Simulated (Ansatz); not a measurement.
AlBrClHO (`[OH][Al]([Cl])[Br]`). Total charge 0; spin multiplicity 1.

Cartesian coordinates in Å:
```
O 1.229 -0.153 0.526
Al -0.279 -0.168 -0.211
Cl -0.847 -1.864 -1.254
Br -1.659 1.589 -0.084
H 1.557 0.595 1.024
```

What are the harmonic wavenumbers in cm⁻¹ at PBE0-D4/def2-TZVP (Ansatz, finite differences of forces, unscaled)? (Estimate.)

Ansatz gave: 127, 180, 219, 358, 361, 564, 655, 906, 3955.

Is this a minimum?

Yes, all 9 modes are real.

Give the ideal-gas thermochemistry at 298.15 K and 1 bar (rigid rotor, harmonic oscillator; point group Cs, symmetry number 1).

Zero-point energy 43.8 kJ/mol; H(298) − E = 61.3 kJ/mol; entropy 335.0 J/(mol·K), of which translation 172.1, rotation 118.7, vibration 44.2; G(298) − E = -38.6 kJ/mol.

Rotational constants (cm⁻¹)?

0.143, 0.04512, 0.0343.
